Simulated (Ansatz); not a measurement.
Species: PrCl$_{3}$ (charge 0, triplet). The spin state was set by rule; other spins were not relaxed. 
Coordinates optimised at B3LYP-D3(BJ)/def2-TZVP (Ansatz, an electronic-structure program):
```
Pr
Cl 1 2.5430
Cl 1 2.5430 2 114.83
Cl 1 2.5481 2 117.40 3 144.17
```
Charge 0, spin multiplicity 3.

Dipole moments at this geometry, in debye (magnitudes). The program attaches cautions to the r2SCAN/def2-TZVP run: asymmetric forces. The program attaches cautions to the r2SCAN0/def2-TZVP run: asymmetric forces.

```json
[
 {"level": "SVWN5/def2-TZVP", "program": "Ansatz", "dipole (D)": "3.00"},
 {"level": "PBE/def2-TZVP", "program": "Ansatz", "dipole (D)": "3.05"},
 {"level": "r2SCAN/def2-TZVP", "program": "Ansatz", "dipole (D)": "3.23"},
 {"level": "PBE0/def2-TZVP", "program": "Ansatz", "dipole (D)": "3.30"},
 {"level": "BHLYP/def2-TZVP", "program": "Ansatz", "dipole (D)": "3.49"},
 {"level": "r2SCAN0/def2-TZVP", "program": "Ansatz", "dipole (D)": "3.39"},
 {"level": "HSE06/def2-TZVP", "program": "Ansatz", "dipole (D)": "3.29"},
 {"level": "LC-wPBE/def2-TZVP", "program": "Ansatz", "dipole (D)": "3.46"},
 {"level": "wB97X-V/def2-TZVP", "program": "Ansatz", "dipole (D)": "3.44"}
]
```
